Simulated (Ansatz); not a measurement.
The cluster Al3Sb3⁺, relaxed as a doublet with UKS PBE0-D4/def2-SVP in Ansatz, starting from the GFN2-xTB geometry. Force threshold 0.02 eV/Å.

In the def2 sets Sb takes a core potential; there is no spin–orbit coupling. The relaxation made no stability test and no search for a lower SCF solution. Another isomer (doublet) lies 0.46 eV lower at PBE0-D4/def2-TZVP; other spin states weren't run for this one.

Start:

```tsv
atom	x (Å)	y (Å)	z (Å)
Al1	-2.002	3.096	-0.197
Al2	1.169	-0.682	0.907
Al3	-0.041	-1.701	-1.203
Sb4	0.256	1.672	1.365
Sb5	1.762	-3.071	0.046
Sb6	-1.143	0.686	-0.918
```

**Question.** Estimate the energy that the relaxation releases and the steps that it takes.

**Answer.** 6.3 kcal/mol, in 12 steps; 1.9 min on 4 threads of Arm Neoverse N1 on a shared host. No frequencies were taken in this run, so the end may be a saddle point.

**Question.** Does the start keep its bonding?

**Answer.** By distances, no bond broke or formed. The bond that changes most is Al2–Sb6, from 3.25 to 2.97 Å (atoms count from 1).

**Question.** Predict the relaxed structure.

**Answer.** 
```
atom    x (Å)    y (Å)    z (Å)
 Al1  -1.9127   3.1924  -0.0870
 Al2   0.8198  -0.7804   1.0313
 Al3   0.2644  -1.6200  -1.4494
 Sb4   0.3923   1.7748   1.0919
 Sb5   1.7365  -2.9719   0.0877
 Sb6  -1.3003   0.4050  -0.6745
```
Bond lengths (bridged metal pairs left out): 7 × Al–Sb 2.52 to 2.97 Å; 1 × Sb–Sb 2.80 Å.
